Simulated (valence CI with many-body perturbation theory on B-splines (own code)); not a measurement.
## Pd39+: E2, E3, M2 decay

Level of theory: relativistic CI+MBPT: five valence electrons over a frozen Dirac-Fock core [He], a basis of 11 s, 11 p, 10 d, 8 f, 5 g, 2 h functions for each j, with the one-electron correlation potential Σ1 (screened to all orders), the two-electron term Σ2, the three-electron term Σ3, Breit, model QED; selected single and double excitations, second order for the rest, scaled by the run's own slope (own B-spline code, finite nucleus).

The last digits are not significant, and no measured levels were compared; by estimate large intervals hold to a few tenths of a per cent, small ones and those within an open d or f shell to about a per cent. Among the levels kept, up to 7100 cm⁻¹ of a level comes from second order outside the variational space, and about a tenth of that is noise between levels of different J, which matters for small intervals.

Lines 51 to 71 of 71 in falling wavelength, among levels below 4047.6 eV, chosen from the decays that carry over 1 % of a level's rate. Wavelengths and rates use the calculated energies. Electric multipoles are in the length gauge with retardation, E1 and E2 with the static RPA response of the core. Weak lines are less certain than strong ones. Lines between different terms over intervals too small for the method are left out, as are lines whose strength nearly cancels. The highest levels of a list are the least certain.

Levels are named by their leading jj configuration (3d3/2^4 stands for four electrons in 3d with j = 3/2), which in mixed levels can hold well under half, so a name can repeat and another be missing. Letters in brackets count levels of one name in rising energy.

```csv
λ vac (Å),Upper,Lower,Type,A (s⁻¹),Branch %
3.531,(2s^2 2p1/2 2p3/2 3p3/2) J=7/2,(2s^2 2p1/2^2 2p3/2) J=3/2,E2,6.27e+10,31.6
3.530,(2s^2 2p3/2^2 3p3/2) J=1/2,(2s^2 2p1/2 2p3/2^2) J=5/2,E2,3.93e+10,13.0
3.525,(2s 2p3/2^3 3p3/2) J=7/2,(2s 2p1/2 2p3/2^3) J=3/2 [a],E2,4.98e+10,4.6
3.518,(2s^2 2p3/2^2 3p3/2) J=5/2,(2s^2 2p1/2 2p3/2^2) J=3/2,E2,2.33e+10,4.5
3.518,(2s^2 2p3/2^2 3p3/2) J=3/2 [b],(2s^2 2p1/2 2p3/2^2) J=1/2,E2,5.51e+10,1.8
3.518,(2s^2 2p3/2^2 3p3/2) J=7/2,(2s^2 2p1/2 2p3/2^2) J=3/2,E2,4.60e+10,12.9
3.518,(2s^2 2p1/2 2p3/2 3p3/2) J=5/2 [b],(2s^2 2p1/2^2 2p3/2) J=3/2,E2,4.46e+10,3.4
3.506,(2s^2 2p1/2 2p3/2 3p3/2) J=1/2 [b],(2s^2 2p1/2^2 2p3/2) J=3/2,E2,2.79e+10,1.7
3.497,(2s 2p1/2^2 2p3/2 3d5/2) J=9/2,(2s^2 2p1/2 2p3/2^2) J=5/2,E2,7.56e+08,4.9
3.463,(2s^2 2p3/2^2 3d5/2) J=9/2,(2s^2 2p1/2 2p3/2^2) J=5/2,M2,3.59e+08,3.2
3.460,(2s^2 2p1/2 2p3/2 3d5/2) J=9/2,(2s^2 2p1/2^2 2p3/2) J=3/2,E3,1.43e+08,1.3
3.354,(2s 2p1/2 2p3/2^2 3d5/2) J=9/2 [a],(2s^2 2p1/2 2p3/2^2) J=5/2,E2,9.91e+09,14.3
3.345,(2s 2p1/2^2 2p3/2 3d3/2) J=7/2,(2s^2 2p1/2^2 2p3/2) J=3/2,E2,6.57e+10,1.2
3.336,(2s 2p1/2 2p3/2^2 3d3/2) J=9/2,(2s^2 2p1/2 2p3/2^2) J=5/2,E2,9.84e+10,58.4
3.333,(2s 2p1/2 2p3/2^2 3d5/2) J=7/2 [a],(2s^2 2p1/2 2p3/2^2) J=3/2,E2,3.07e+11,1.6
3.325,(2s 2p1/2 2p3/2^2 3d5/2) J=9/2 [b],(2s^2 2p1/2 2p3/2^2) J=5/2,E2,2.57e+11,79.6
3.297,(2s 2p1/2^2 2p3/2 3d3/2) J=5/2 [b],(2s^2 2p1/2^2 2p3/2) J=3/2,E2,1.40e+11,1.5
3.291,(2s 2p1/2 2p3/2^2 3d3/2) J=7/2 [c],(2s^2 2p1/2 2p3/2^2) J=5/2,E2,1.49e+11,5.2
3.281,(2s 2p1/2 2p3/2^2 3d3/2) J=3/2 [d],(2s^2 2p1/2 2p3/2^2) J=3/2,E2,2.61e+11,1.7
3.279,(2s 2p1/2 2p3/2^2 3d5/2) J=9/2 [c],(2s^2 2p1/2 2p3/2^2) J=5/2,E2,3.77e+11,49.6
3.276,(2s 2p1/2 2p3/2^2 3d3/2) J=7/2 [c],(2s^2 2p1/2 2p3/2^2) J=3/2,E2,1.16e+11,4.0
```
